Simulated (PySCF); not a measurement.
CH₂Li₂, SMILES [CH2]([Li])[Li]. Atoms are numbered in the order given.

```xyz
5

C      0.0000     0.0000    -0.3338
H      0.0000     0.8865    -0.9947
H      0.0000    -0.8865    -0.9947
Li    -1.6603     0.0000     0.6653
Li     1.6603     0.0000     0.6653
```
Charge 0, spin multiplicity 1.

Geometry optimised at r2SCAN-D4/def2-TZVPD.

Level of theory: B3LYP/pcJ-1 (PySCF).

Isotropic couplings with Fermi-contact, spin-dipole and both spin-orbit terms, one fixed conformer, no vibrational averaging. Isotopes: 13C, 1H.

### Question
Estimate the spin–spin coupling constants. (An estimate is asked for; the answer gives what the named calculation found.)

### Answer

```tsv
pair	bonds apart	J (Hz)
C1–H2	1	112.6
C1–H3	1	112.6
H2–H3	2	-9.3
```
